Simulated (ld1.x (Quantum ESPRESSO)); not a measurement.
Transferability test, ultrasoft potential for tellurium

* Element: Te (Z = 52)
* Generator: ld1.x (Quantum ESPRESSO) 7.5
* Type: ultrasoft
* Functional: PBEsol
* Relativity: scalar-relativistic
* Frozen core: [Kr] 4d10
* Valence charge: 6
* Reference configuration: 5s2 5p4
* Partial waves: 5s (bound): rcut 1.35, rcutus 1.85 bohr; 5s channel at -0.3 Ry: rcut 1.35, rcutus 1.85 bohr; 5p (bound): rcut 1.80, rcutus 2.50 bohr; 5p channel at 1.6 Ry: rcut 1.80, rcutus 2.50 bohr
* Local potential: all-electron potential smoothed inside 2.20 bohr (lloc = -2)
* Core correction: none
* Augmentation charge: built from norm-conserving waves at rcut, not smoothed further

Energies are relative to the spin-unpolarised reference configuration 5s2 5p4; without spin polarisation the order of configurations can differ from experiment.

Give the all-electron excitation energy and the error of the potential for: 5s2 5p3; 5s2 5p2; 5s2 5p1; 5s2 5p4.3; 5s2 5p3.5; 5s1 5p4; 5s1 5p5.

| valence configuration | charge | ΔE all-electron (eV) | error AE − PS (meV) |
| --- | --- | --- | --- |
| 5s2 5p3 | +1 | 9.753 | -5.8 |
| 5s2 5p2 | +2 | 27.722 | -25 |
| 5s2 5p1 | +3 | 54.678 | -56 |
| 5s2 5p4.3 | -0.3 | -1.472 | +0.2 |
| 5s2 5p3.5 | +0.5 | 3.907 | -1.7 |
| 5s1 5p4 | +1 | 19.626 | +8.1 |
| 5s1 5p5 | 0 | 9.285 | +17 |

Levels in the configuration 5s2 5p1:

```
level  all-electron (eV)  pseudo (eV)
   5s            -42.793      -42.839
   5p            -31.665      -31.689
```
